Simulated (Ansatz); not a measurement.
C2H3O2, doublet, geometry from GFN2-xTB; B3LYP/6-31G* (Ansatz, an electronic-structure program).

The Ansatz input:
Ansatz 0.2 input:
```yaml
crystal:
  periodic: [false, false, false]
  atoms:
    - {symbol: C, position_ang: [0.04765939, 0.08243276, -0.05118241]}
    - {symbol: O, position_ang: [0.27214038, 1.15850639, -0.57845970]}
    - {symbol: O, position_ang: [-1.15674511, -0.20174152, 0.49367599]}
    - {symbol: H, position_ang: [-1.74941322, 0.55735887, 0.38773571]}
    - {symbol: C, position_ang: [0.98018779, -0.98897084, 0.06432854]}
    - {symbol: H, position_ang: [0.69019151, -1.90286014, 0.54732555]}
    - {symbol: H, position_ang: [1.96897649, -0.86938916, -0.33566831]}
basis:
  gaussian:
    orbitals: 6-31G*
    point_charges:
      - {charge: 0.5, position_ang: [2.3391, -3.4472, 3.4649]}
hamiltonian:
  xc: b3lyp
magnetization: {spin_polarized: true, initial_magnetization: 1}
```

Output, abridged:

```
Functional definition: B3LYP
637 factors; integrals over basis functions are off by at most 7.8e-4 eV
mean field evaluation 1: about -6210.0227 eV, gradient 3.8e1 eV
mean field evaluation 2: about -6203.3781 eV, gradient 5.8e1 eV
mean field evaluation 4: about -6215.2188 eV, gradient 3.3e0 eV
mean field evaluation 8: about -6215.4458 eV, gradient 1.3e-1 eV
mean field evaluation 16: about -6215.4460 eV, gradient 4.9e-4 eV
mean field -6215.44601336 eV, -228.4134280103 hartree, gradient 7.9e-5 eV, S^2 0.759081; 0 other end points of the search recorded, 0 dependent functions left out
reference -6215.44616341 eV, -228.4134335247 hartree; 16, 15 occupied and 50, 51 virtual orbitals, 637 factors
Total energy: -6215.44616341 eV, -228.4134335247 hartree
```
